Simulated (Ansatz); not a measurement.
Mulliken charges of `O/C(F)=N/[SiH3]` from r2SCAN/def2-TZVPP in Ansatz (PBE0-D4/def2-TZVP geometry).

```tsv
atom	x (Å)	y (Å)	z (Å)	charge (e)
O1	-1.699	1.438	1.021	-0.260
C2	-0.712	0.588	0.777	0.419
F3	-0.268	0.147	1.949	-0.172
N4	-0.277	0.260	-0.338	-0.418
Si5	0.992	-0.826	-0.777	0.417
H6	-2.010	1.750	0.162	0.241
H7	1.996	-0.059	-1.555	-0.078
H8	0.407	-1.879	-1.644	-0.078
H9	1.660	-1.466	0.387	-0.072
```

Task: By hand: the dipole of these point charges (1 e Å = 4.8032 D).

Result: Σ q r = (-0.072, 0.073, -0.197) e Å, of length 0.222 e Å = 1.07 D.

Task: How does the dipole of the full density compare? (Best estimate.)

Result: The calculation gave: (-0.180, 0.164, -0.139) e Å, 1.35 D; the point charges give 0.79 times that, at 33° from its direction.

Point charges leave out the atoms' own dipoles, such as those of lone pairs, and Mulliken's split depends on the basis, so the two needn't agree.
